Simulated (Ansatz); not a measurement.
`[F][In]([F])[O]CC(F)(F)F`. Total charge 0; spin multiplicity 1. In takes the def2 core potential.

Z-matrix (Å, degrees):
```
In
F 1 2.525
F 1 1.931 2 93.5
O 1 1.987 2 73.0 3 119.8
F 1 1.922 2 113.4 3 -122.2
C 2 1.384 1 106.2 3 -120.1
C 4 1.387 1 116.4 2 -28.7
F 6 1.323 2 106.6 1 147.0
F 6 1.325 2 105.7 1 -97.2
H 7 1.096 4 109.5 1 173.1
H 7 1.099 4 113.8 1 -65.7
```

Problem. What are the harmonic wavenumbers in cm⁻¹ at PBE0-D4/def2-TZVP (Ansatz, finite differences of forces, unscaled)? (Estimate.)

Solution. Ansatz gave: 35, 51, 83, 93, 124, 133, 203, 261, 368, 439, 528, 533, 561, 607, 626, 678, 818, 963, 1131, 1163, 1236, 1274, 1332, 1425, 1485, 3018, 3082.

Problem. Is this a minimum?

Solution. Yes, all 27 modes are real.

Problem. Give the ideal-gas thermochemistry at 298.15 K and 1 bar (rigid rotor, harmonic oscillator; point group C1, symmetry number 1).

Solution. Zero-point energy 133.1 kJ/mol; H(298) − E = 162.5 kJ/mol; entropy 441.7 J/(mol·K), of which translation 177.8, rotation 127.1, vibration 136.8; G(298) − E = 30.9 kJ/mol. Modes under 100 cm⁻¹ are hindered rotations or soft bends, so the harmonic entropy is rough.

Problem. And at 400, 500, 600, 800 and 1000 K?

Solution. 
| T (K) | H − E (kJ/mol) | S (J/mol/K) | G − E (kJ/mol) |
| --- | --- | --- | --- |
| 400 | 178.5 | 487.6 | -16.5 |
| 500 | 196.1 | 526.8 | -67.3 |
| 600 | 215.2 | 561.5 | -121.7 |
| 800 | 256.4 | 620.7 | -240.1 |
| 1000 | 300.4 | 669.7 | -369.3 |
